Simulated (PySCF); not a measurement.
Al(SeH)3 (AlH3Se3), SMILES [SeH][Al]([SeH])[SeH].

The structure is a stationary point at B3LYP-D3(BJ)/def2-SVP. The values are those of a single conformer.

Calculation: B3LYP-D3(BJ)/def2-SVP (PySCF).

Frequencies are harmonic and unscaled.

Q: List the normal modes with their intensities. (An estimate is asked for; the answer gives what the named calculation found.)

A: 
```csv
mode,ν (cm⁻¹),IR (km/mol),moving atoms (share of kinetic energy)
1,72,1.5,Se 91 %
2,77,4.1,"Se 78 %, H 15 %"
3,97,2.1,"H 86 %, Se 13 %"
4,148,11.3,"Al 86 %, Se 11 %"
5,198,6.1,H 94 %
6,205,0.2,Se 97 %
7,215,6.8,H 99 %
8,443,88.3,"Al 70 %, Se 20 %, H 10 %"
9,452,67.7,"Al 70 %, H 15 %, Se 15 %"
10,550,0.3,H 98 %
11,618,17.1,"H 85 %, Al 13 %"
12,635,13.2,"H 84 %, Al 13 %"
13,2404,5.8,H 99 %
14,2406,9.3,H 99 %
15,2409,15.1,H 99 %
```
